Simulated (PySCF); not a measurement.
C5H4F2O, SMILES O=C1/C(=C/F)C[C@H]1F.

Geometry optimised at PBE0-D3(BJ)/def2-SVP. The structure was generated by enumeration; whether it is a known compound was not checked.

The numbers are results of SMD-B3LYP/6-31G* run with PySCF, not measurements.

Solvation free energies are E(SMD) − E(gas) at the gas-phase geometry, for 1 M in both phases. In vacuum the dipole moment is 2.73 D.

### Question
Rank water, 2-propanol, methanol by solvation free energy, most negative first.

### Answer
2-propanol (-6.0 kcal/mol), methanol (-5.8 kcal/mol), water (-3.0 kcal/mol)
